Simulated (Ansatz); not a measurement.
The cluster Na₆ (the lowest singlet isomer of a short search). Charge 0, multiplicity 1. Geometry B3LYP/def2-SVP, basis def2-TZVP, Ansatz.

```xyz
6

Na   -3.1751    0.8529   -2.1566
Na   -0.0099   -0.4013   -2.0475
Na   -1.6808    0.8526    0.9024
Na    0.0154    0.7588    3.8656
Na    3.1606   -1.6065   -1.7084
Na    1.6898   -0.4564    1.1445
```

| run | HOMO (eV) | LUMO (eV) |
| --- | --- | --- |
| A | -3.48 | -1.42 |
| B | -3.16 | -1.95 |
| C | -4.74 | -0.16 |
| D | -3.16 | -1.71 |

HSE06 is defined as in plane-wave codes, on full-range PBE exchange. The structure comes from a short search, and lower isomers may exist.

**Question.** The runs used HSE06, LDA (SPW92), PBE0, ωB97X-V. Estimate which is which.

**Answer.** A PBE0 (25 % exact exchange); B LDA (SPW92) (0 % exact exchange); C ωB97X-V (range-separated); D HSE06 (range-separated). Exact exchange lowers occupied and raises empty levels; among semilocal functionals meta-GGAs tend to open the gap a little, and such runs are hard to tell apart. The gap grows from 1.21 eV (LDA (SPW92)) to 4.59 eV (ωB97X-V). The restricted singlet is unstable towards broken spin symmetry in Hartree–Fock (as tested in another run); at PBE0/def2-TZVP, LDA (SPW92)/def2-TZVP, ωB97X-V/def2-TZVP, HSE06/def2-TZVP this wasn't settled.
